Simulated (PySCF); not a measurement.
Species: AlBiH8OSi.
SMILES with atom numbers: `[SiH3:1][O:2][AlH2-:3][BiH3+:4]` (hydrogens: H5, H6, H7 on Si1; H8, H9 on Al3; H10, H11, H12 on Bi4)

Computed by this run: PBE0-D3(BJ)/def2-SVP geometry optimisation, gas phase, def2 core potentials past Kr (PySCF); density fitting, grid level 1; the optimiser is geomeTRIC in internal coordinates, started from a GFN2-xTB structure with every atom displaced at random (about 0.01 Å).

Step 0: E = -22478.1376 eV
```
atom  x, y, z in Å  |  force x, y, z in eV/Å
Si1     2.2807    0.4875    0.6493   -1.684   0.115  -1.046
O2      1.1647   -0.4294   -0.1548    0.706   0.360   0.396
Al3     0.0351   -1.3750   -0.9724    0.205  -0.443  -0.189
Bi4    -2.0343    0.2161   -0.1427   -1.400   0.650   0.648
H5      3.0127   -0.3923    1.5064    0.869  -0.516   0.907
H6      1.4731    1.5038    1.3924    0.299   0.145   0.221
H7      3.1108    1.1348   -0.3761    0.506   0.326  -0.075
H8     -0.2214   -1.0723   -2.4624    0.017  -0.013  -0.768
H9     -0.5389   -2.6082   -0.2277   -0.115  -0.595   0.186
H10    -1.8530    1.9454    0.1227    0.239   0.277  -0.047
H11    -2.6730    0.0495    1.5237    0.191  -0.132  -0.067
H12    -3.7166    0.5121   -0.6895    0.167  -0.174  -0.165
```

Step 1: E = -22478.4588 eV
```
atom  x, y, z in Å  |  force x, y, z in eV/Å
Si1     2.2926    0.4742    0.6197    0.139   0.001   0.126
O2      1.1854   -0.4414   -0.1638   -0.135  -0.110  -0.113
Al3     0.0158   -1.3965   -0.9907    0.183  -0.098  -0.107
Bi4    -2.1564    0.2785   -0.0850   -0.422   0.278   0.251
H5      3.1177   -0.3713    1.5414   -0.009   0.038  -0.033
H6      1.6177    1.5292    1.4424   -0.043  -0.009  -0.011
H7      3.2062    1.1642   -0.3412    0.011  -0.006  -0.026
H8     -0.2045   -1.1279   -2.5474    0.063  -0.035   0.070
H9     -0.5321   -2.7018   -0.2599    0.062   0.018  -0.033
H10    -1.9325    2.0297    0.1329    0.040  -0.023  -0.043
H11    -2.7728    0.0694    1.5759    0.056  -0.024  -0.054
H12    -3.7970    0.4660   -0.7556    0.056  -0.030  -0.028
```

Q: Estimate the geometry and energy of step 2. (The exact step hangs on the optimiser's Hessian estimate; all steps are aligned on step 1, rigid shifts and turns removed.)

A: E = -22478.4805 eV, largest force 0.188 eV/Å
```
atom  x, y, z in Å  |  force x, y, z in eV/Å
Si1     2.3087    0.4652    0.6187    0.019   0.015   0.028
O2      1.1996   -0.4506   -0.1673   -0.055  -0.053  -0.035
Al3     0.0300   -1.4019   -0.9931    0.156  -0.052  -0.055
Bi4    -2.1986    0.2998   -0.0679   -0.134   0.107   0.077
H5      3.1387   -0.3722    1.5395    0.000   0.006  -0.011
H6      1.6193    1.5148    1.4371   -0.008  -0.004  -0.003
H7      3.2187    1.1569   -0.3461    0.002  -0.008  -0.003
H8     -0.1697   -1.1367   -2.5475    0.007  -0.003   0.010
H9     -0.5004   -2.7147   -0.2710    0.009   0.004   0.000
H10    -1.9701    2.0498    0.1333    0.021   0.011  -0.019
H11    -2.8075    0.0867    1.5866   -0.001  -0.011   0.037
H12    -3.8286    0.4750   -0.7536   -0.016  -0.011  -0.029
```

The energy changes by -0.0216 eV. The first-order estimate −F·Δx gives -0.0308 eV and the mean of the old and new forces, exact on a quadratic surface, -0.0217 eV. The step makes an angle of 66° with the force vector and moves no atom by more than 0.050 Å.

The cost below is that of the whole optimisation. Hardware: an Arm Neoverse V1 with one thread, shared host with 32 logical CPUs at a one-minute load of 18. Cost: 45 s of wall time, 0.49 GiB resident at most.
